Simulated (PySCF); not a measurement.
Run record: excited-state job, `FC(F)(Cl)C(Cl)(Cl)Cl` (CF2Cl-CCl3).

Computed with TDDFT B3LYP/def2-SVPD, vertical, gas phase, core orbitals frozen in the response (PySCF 2.14.0, density-fitted response routines). Geometry: GFN2-xTB. The input is one job of a driver script: a line of settings, then coordinates in Å.

Input:
```
{"job": {"kind": "uv", "xc": "B3LYP", "basis": "def2-SVPD", "nstates": 8, "ntriplets": 3}, "charge": 0, "multiplicity": 1}
F      1.456470    -0.028387    -1.047917
C      0.779735    -0.050670     0.106269
F      1.256599     0.958608     0.844242
Cl     1.103164    -1.584093     0.940202
C     -0.728098     0.126146    -0.145416
Cl    -0.988801     1.669175    -0.979949
Cl    -1.300205    -1.209858    -1.150447
Cl    -1.569806     0.128491     1.408451
```

**Question.** Give the output.

**Answer.** 
```
coarse grid: 10840 points
cycle   1  E = -2115.5554677081  dE =  1.284e+00  |g| = 9.595e-01  |ddm| = 3.964e+00
cycle   2  E = -2114.9143050516  dE =  6.412e-01  |g| = 2.065e+00  |ddm| = 3.869e+00
cycle   3  E = -2115.7493912894  dE = -8.351e-01  |g| = 1.102e-01  |ddm| = 2.675e+00
cycle   4  E = -2115.7497473942  dE = -3.561e-04  |g| = 9.566e-02  |ddm| = 2.385e-01
cycle   5  E = -2115.7518318575  dE = -2.084e-03  |g| = 1.161e-02  |ddm| = 1.248e-01
cycle   6  E = -2115.7518610453  dE = -2.919e-05  |g| = 1.769e-03  |ddm| = 2.240e-02
cycle   7  E = -2115.7518617730  dE = -7.277e-07  |g| = 5.617e-04  |ddm| = 4.155e-03
final grid: 92608 points
cycle   8  E = -2115.9734928877  dE = -1.917e-05  |g| = 5.365e-03  |ddm| = 4.977e-02
cycle   9  E = -2115.9734852466  dE =  7.641e-06  |g| = 8.377e-03  |ddm| = 1.360e-02
cycle  10  E = -2115.9734976658  dE = -1.242e-05  |g| = 1.170e-03  |ddm| = 9.078e-03
cycle  11  E = -2115.9734979946  dE = -3.288e-07  |g| = 2.728e-04  |ddm| = 2.226e-03
cycle  12  E = -2115.9734980106  dE = -1.601e-08  |g| = 5.736e-05  |ddm| = 3.875e-04
cycle  13  E = -2115.9734980113  dE = -6.748e-10  |g| = 9.983e-06  |ddm| = 8.885e-05
converged SCF energy = -2115.9734980113

Static polarisability (au): isotropic 81.689, principal 73.932 79.988 91.147

Singlet excitations
state   eV       nm        f      main configurations
  1   6.2151    199.5   0.00016   H->L 0.96
  2   6.4981    190.8   0.00342   H->L+1 0.93
  3   6.5415    189.5   0.01042   H-1->L 0.92
  4   6.6481    186.5   0.01744   H-2->L 0.84
  5   6.6582    186.2   0.00422   H-1->L+1 0.94
  6   6.8420    181.2   0.00105   H-2->L+1 0.93
  7   6.8922    179.9   0.00853   H->L+2 0.91
  8   7.0462    176.0   0.00119   H-4->L 0.51, H-2->L+2 0.23, H-3->L 0.18

Triplet excitations (Tamm-Dancoff, eV): 5.6633 5.8977 5.9421
```

The SCF starts on a coarse grid where the log names one; the energy can jump when the final grid takes over, and dE then counts from the start density on the new grid. H and L stand for HOMO and LUMO; the number after each pair is its weight.

**Question.** Give S1 in cm⁻¹ and kJ/mol.

**Answer.** 6.2151 eV × 8065.54 = 50128 cm⁻¹; × 96.485 = 599.7 kJ/mol.

**Question.** Give the mean polarisability as a volume in Å³, and the ratio of the largest to the smallest principal value.

**Answer.** 81.689 au × 0.148185 = 12.11 Å³; 91.147/73.932 = 1.23.

Summary of the converged run: HOMO -8.97 eV, LUMO -1.54 eV; lowest singlet 6.22 eV; lowest triplet 5.66 eV (Tamm–Dancoff); mean polarisability 81.7 au.

**Question.** Estimate the wall time. Hardware: an Arm Neoverse V2 with one thread, no GPU, on a shared host.

**Answer.** About 31 s.
Labels such as C1 count atoms from 1, the log's own numbers from 0.
